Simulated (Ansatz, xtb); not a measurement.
Cl2GaH3OSi: which of two structures lies lower

We compare I, `Cl[SiH2][O][GaH][Cl]`, a singlet, with II, a singlet given by its coordinates. Both are isolated molecules in the gas phase, relaxed with PBE0-D4/def2-SVP; the shapes shown needn't be the lowest conformers.

I (Å):

| atom | x (Å) | y (Å) | z (Å) |
| --- | --- | --- | --- |
| Cl | -3.4475 | -0.4837 | -1.8887 |
| Cl | -2.0383 | 2.1110 | 1.1240 |
| Ga | -0.7636 | 2.0887 | -0.5941 |
| O | -0.6168 | 0.5019 | -1.3855 |
| Si | -1.4683 | -0.9047 | -1.4371 |
| H | -1.4520 | -1.6109 | -0.1284 |
| H | -0.9243 | -1.7547 | -2.5262 |
| H | 0.0232 | 3.3113 | -1.1105 |

II (Å):

```xyz
8

Cl   -1.1300   -0.6114    0.2535
Cl    2.1114    1.1774   -0.9944
Ga    0.6971    1.5364    0.5753
O     0.9454    0.4421    2.0158
Si    0.0664   -0.9304    1.9904
H     0.8427   -2.1720    1.7490
H    -0.8699   -1.0763    3.1334
H    -0.2027    2.7904    0.6510
```

Close contacts (Å): Cl1–Ga3 2.84, Cl1–Si5 2.13, Cl2–Ga3 2.14, Ga3–O4 1.83, Ga3–Si5 2.91, O4–Si5 1.63, Ga3–H8 1.55, Si5–H6 1.48, Si5–H7 1.48.

Estimate E(II) − E(I) at the level CCSD(T)/def2-SVP + ΔMP2/def2-TZVPP.

Too close to call at this level: CCSD(T)/def2-SVP + ΔMP2/def2-TZVPP gives E(II) − E(I) = +1.59 kJ/mol.

Level by level:

```csv
level,geometry,E(II) − E(I) (kJ/mol),departure from the last row (kJ/mol),"job, with rough time for the two"
PBE0-D4/def2-SVP,PBE0-D4/def2-SVP,−1.21,−2.80,"optimisation, 79 s"
HF/def2-SVP,PBE0-D4/def2-SVP,+12.15,+10.56,part of the CCSD(T) run
MP2/def2-SVP,PBE0-D4/def2-SVP,+1.73,+0.14,part of the CCSD(T) run
CCSD(T)/def2-SVP,PBE0-D4/def2-SVP,+1.81,+0.22,single point
CCSD(T)/def2-SVP + ΔMP2/def2-TZVPP,PBE0-D4/def2-SVP,+1.59,,"single point, 48 s"
```

The largest departure from CCSD(T)/def2-SVP + ΔMP2/def2-TZVPP is that of HF/def2-SVP, 10.56 kJ/mol. Levels run at GFN2-xTB geometries aren't shown. The last row adds to CCSD(T) the change of the MP2 difference between the two basis sets, here −0.22 kJ/mol.

With thermal terms from frequencies at re-optimised GFN2-xTB minima (ideal gas, soft modes damped towards free rotors, one conformer each, 298.15 K, 1 atm): the zero-point term adds 0.00 kJ/mol; ΔH is +1.60 and ΔG +1.58 kJ/mol.

The correlated steps freeze 25 core orbitals; the filled d shell of Ga is correlated, in a basis made for valence electrons. Codes used: Ansatz 0.2.0, xtb 6.7.1; the last row on 2 threads of Arm Neoverse V1 on a shared host.
